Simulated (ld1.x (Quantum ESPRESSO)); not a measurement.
# aluminium: one change to a TM potential, before and after

* Element: aluminium
* Generator: ld1.x (Quantum ESPRESSO) 7.5
* Type: norm-conserving Troullier–Martins (Kleinman–Bylander form)
* Functional: LDA (PZ)
* Relativity: scalar-relativistic
* Frozen core: [Ne]
* Valence charge: 3
* Reference configuration: 3s2 3p1
* Partial waves: 3s (bound): rc 2.05 bohr; 3d channel at 0.2 Ry: rc 2.35 bohr; 3p (bound): rc 2.85 bohr
* Local potential: the p channel
* Core correction: none

All-electron outer shells of the reference configuration (LDA (PZ), scalar-relativistic, ld1.x):

| shell | level (eV) | outermost node (bohr) | outermost maximum (bohr) |
| --- | --- | --- | --- |
| 2s | -107.50 | 0.17 | 0.50 |
| 2p | -69.71 | – | 0.43 |
| 3s | -7.84 | 0.80 | 2.06 |
| 3p | -2.79 | 0.82 | 2.64 |

Change: core correction a·sin(br)/r model core inside 2.16 bohr.

Cutoffs: the cutoffs (Ry, on a coarse ladder) from which the occupation-weighted sum of valence levels, in a spherical-Bessel basis at the reference potential, stays within 10 and 1 mRy of its value at 400 Ry; they do not see the model core or the augmentation charge, which bear on the density cutoff. Errors are all-electron minus pseudo energies relative to the spin-unpolarised reference configuration.

**Question.** Predict the effect on cutoff, ghosts and configuration errors.

**Answer.** The potential gets neither clearly harder nor softer (10 Ry and 30 Ry → 10 Ry and 30 Ry); of the 9 tests that both files solve, the error grows in 0 and shrinks in 7 by more than 15 % and 0.3 meV (median size 7.3 → 5.4 meV); neither file shows a bound ghost. Exchange and correlation are not linear in the density, so unscreening with the valence charge alone errs where core and valence overlap; a model core restores that term. A model core, the more so a compact one, raises the density cutoff, which this test does not measure.

| quantity | base | changed |
| --- | --- | --- |
| cutoff, loose | 10 Ry | 10 Ry |
| cutoff, tight | 30 Ry | 30 Ry |
| bound ghosts | none | none |
| error for 3s2 3p0, meV [ΔE 5.85 eV] | +2.4 | +1.6 |
| error for 3s1 3p0, meV [ΔE 25.22 eV] | +83 | +60 |
| error for 3s2 3p0.5, meV [ΔE 2.13 eV] | +0.3 | +0.2 |
| error for 3s0 3p3, meV [ΔE 10.51 eV] | +34 | +25 |
| error for 3s1 3p1, meV [ΔE 11.67 eV] | +20 | +15 |
| error for 3s1 3p2, meV [ΔE 5.16 eV] | +7.3 | +5.4 |
| error for 3s2 3p1.3, meV [ΔE -0.60 eV] | +0.1 | +0.1 |
| error for 3s2 3p1 (spin-polarised), meV [ΔE -0.14 eV] | +6.6 | +5.2 |
| error for 3s1 3p0 (spin-polarised), meV [ΔE 24.80 eV] | +216 | +145 |
| s: phases at 3.09 bohr within 0.05 rad from the reference energy up to (Ry; the scan ends near 5) | to the end of the scan | to the end of the scan |
| p: phases at 3.09 bohr within 0.05 rad from the reference energy up to (Ry; the scan ends near 5) | 2.0 | 2.0 |
| d: phases at 3.09 bohr within 0.05 rad from the reference energy up to (Ry; the scan ends near 5) | 2.7 | 2.7 |
